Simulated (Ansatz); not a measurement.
CH6BNSi (`B1CN[SiH2]1`). The species carries charge 0 and has multiplicity 1. The geometry is a stationary point of PBE0-D4/def2-TZVP.

```xyz
10

B     0.067   -1.161    0.506
C     0.172   -0.573   -0.956
N    -0.020    0.844   -0.632
Si   -0.207    0.756    1.083
H     0.150   -2.295    0.861
H     1.143   -0.806   -1.425
H    -0.595   -0.995   -1.627
H    -0.014    1.555   -1.341
H    -1.523    1.210    1.631
H     0.827    1.464    1.900
```

What is the dipole moment at PBE/def2-TZVPP? (Estimate.)

Computed: 1.25 D, with components (0.16, -0.10, -1.24) D in this frame, pointing from negative to positive charge.

And with r2SCAN, B3LYP, ωB97M-V? (Estimate.)

Ansatz gave: r2SCAN 1.22 D, B3LYP 1.13 D, ωB97M-V 1.15 D.

Give the Mulliken charges with PBE, ωB97M-V, r2SCAN in def2-TZVPP. (Best estimate.)

Ansatz gave: 
```json
{"atom": "B1", "PBE": "0.01", "ωB97M-V": "-0.09", "r2SCAN": "0.01"}
{"atom": "C2", "PBE": "-0.07", "ωB97M-V": "-0.10", "r2SCAN": "0.00"}
{"atom": "N3", "PBE": "-0.28", "ωB97M-V": "-0.31", "r2SCAN": "-0.37"}
{"atom": "Si4", "PBE": "0.19", "ωB97M-V": "0.21", "r2SCAN": "0.32"}
{"atom": "H5", "PBE": "0.04", "ωB97M-V": "0.11", "r2SCAN": "0.03"}
{"atom": "H6", "PBE": "0.08", "ωB97M-V": "0.10", "r2SCAN": "0.05"}
{"atom": "H7", "PBE": "0.08", "ωB97M-V": "0.10", "r2SCAN": "0.05"}
{"atom": "H8", "PBE": "0.12", "ωB97M-V": "0.08", "r2SCAN": "0.12"}
{"atom": "H9", "PBE": "-0.09", "ωB97M-V": "-0.06", "r2SCAN": "-0.11"}
{"atom": "H10", "PBE": "-0.09", "ωB97M-V": "-0.06", "r2SCAN": "-0.11"}
```

B3LYP here is the variant with VWN-RPA as its local correlation; programs differ in this.
